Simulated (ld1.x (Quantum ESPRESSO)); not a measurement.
The numbers below are computed, except where a source is named.
# Potentials for indium (In) compared

Generated with ld1.x 7.5 (TM, RRKJ, ultrasoft, PAW), atompaw 4.2 or ONCVPSP 4.0.1. The cutoff is in Ry: for ld1.x and atompaw files where the sum of valence levels is converged to 10 mRy in a Bessel basis, for ONCV files where the hardest occupied wave has 1 mHa per electron of residual kinetic energy. The error is the largest all-electron minus pseudo excitation energy over each file’s own four to seven test configurations (ionisations up to +4, promotions, holes and added fractions of an electron), all of which were solved. The labels leave out finer settings (local radius, basis sizes, second energies), which also bear on the numbers. Spin-polarised tests are not counted. The rows are a selection from randomly drawn settings: files with unsolved tests, undetermined cutoffs or missed reference levels are left out.

A true bound ghost makes a file unfit for plane-wave use even where its test errors are small: the radial tests pick states by their node count and pass the ghost by.

| potential | cutoff (Ry) | largest error (meV) | bound ghosts |
| --- | --- | --- | --- |
| TM semilocal, PBE, scalar-relativistic, rc 1.75/2.05 (sp), local p, core correction yes, reference 5s2 5p1 | 25 | -212 | none |
| TM, PBEsol, scalar-relativistic, rc 2.15/2.55 (sp), local smoothed, core correction yes, reference 5s2 5p1 | 10 | -215 | none |
| ultrasoft, BLYP, scalar-relativistic, rc 2.10/2.70/1.65 (spd), local smoothed, core correction yes, reference 4d10 5s1 5p2 | 40 | -147 | s, p |
| PAW, PBE, scalar-relativistic, rc 2.55/2.95/1.50 (spd), local smoothed, core correction yes, reference 4d10 5s2 5p1 | 60 | -235 | none |
| TM, LDA (PZ), fully relativistic, rc 1.90/1.95/1.10 (spd), local s, core correction no, reference 4d10 5s2 5p1 | 100 | -213 | none |

Problem. Fill in the row for In: TM, LDA (PZ), scalar-relativistic, rc 2.20/2.15 (sp), local s, core correction yes, reference 5s1 5p0.

Solution. cutoff 10 Ry, largest error -178 meV, bound ghosts: none.
